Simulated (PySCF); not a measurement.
States of one metal complex from SC-NEVPT2 in the d shell, PySCF, above the ground state:

```
2S+1  degeneracy  energy / cm⁻¹  f (electric dipole)
   3           1              0                    –
   3           1           7464              5.1e-10
   3           1           7824              2.4e-06
   3           1           9482              2.8e-09
   3           1          13862              3.4e-08
   3           1          14815              3.9e-07
   3           1          14915              6.9e-09
   1           1          15460                    –
   1           1          16583                    –
   1           1          23159                    –
   1           1          23586                    –
   1           1          25135                    –
```

Question: Which of these complexes, all computed at model or optimised geometries, gave the data?
A. [Mn(OH)6]- (d2, octahedral)
B. [NiF(H2O)5]+ (d8, octahedral)
C. [Ti(H2O)5]2+ (d2, trigonal bipyramidal)
D. NiBr2 (d8, linear)

Answer: B. [NiF(H2O)5]+ (d8, octahedral) has 3A' (from 3A2g), then 3A'' (from 3T2g) at 7464, 3A' (from 3T2g) at 7824 cm⁻¹ (NEVPT2). The others: [Mn(OH)6]- (d2, octahedral) has 3Eg (from 3T1g), then 3Ag (from 3T1g) at 245, 1Eg (from 1T2g) at 12076 cm⁻¹ (NEVPT2); NiBr2 (d8, linear) has 3Σg-, then 3Πg at 839, 3Δg at 2721 cm⁻¹ (NEVPT2); [Ti(H2O)5]2+ (d2, trigonal bipyramidal) has a 2S+1 = 3 state (95 % 3F), then a 2S+1 = 3 state (99 % 3F) at 5238, a 2S+1 = 3 state (99 % 3F) at 5383 cm⁻¹ (NEVPT2).

The d shell alone is too small an active space for [Mn(OH)6]- (an active orbital has only 0.58 squared overlap with the free ion's shell): its levels, fitted parameters, g values and moments show what this model gives and aren't sound predictions.

On [NiF(H2O)5]+: NEVPT2 lifts 3A' (from 3T2g) from 6086 to 7824 cm⁻¹; on the d shell alone it tends to overshoot states that fill the eg-type orbitals.
